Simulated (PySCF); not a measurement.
**Removal energies of Gd(36+) from EOM-IP-GCCSD**

Reference: closed-shell Gd(36+), [Ar] 3d10; one electron is removed. Calculated with PySCF 2.14, two-component X2C-1e with screened spin-orbit coupling, an even-tempered Gaussian basis (18 s from 2.4 bohr⁻², ratio 2.6; 15 p from 3.1 bohr⁻², ratio 2.6; 10 d from 3.1 bohr⁻², ratio 2.6; 6 f from 3.2 bohr⁻², ratio 2.8); frozen [Ar]; the 98 highest virtual spinors dropped; of the others 70 kept and the rest restored at second order. No Breit or QED terms. Binding energies in eV.

| level | Koopmans | second order | EOM-CCSD |
| --- | --- | --- | --- |
| 3d3/2 | 2659.8 | 2659.0 | 2659.1 |
| 3d5/2 | 2626.4 | 2625.7 | 2625.8 |

For comparison, the ionisation energy of Gd(36+) is 2621 ± 5 eV (theoretical estimate listed by NIST; NIST Atomic Spectra Database, ionization energies).
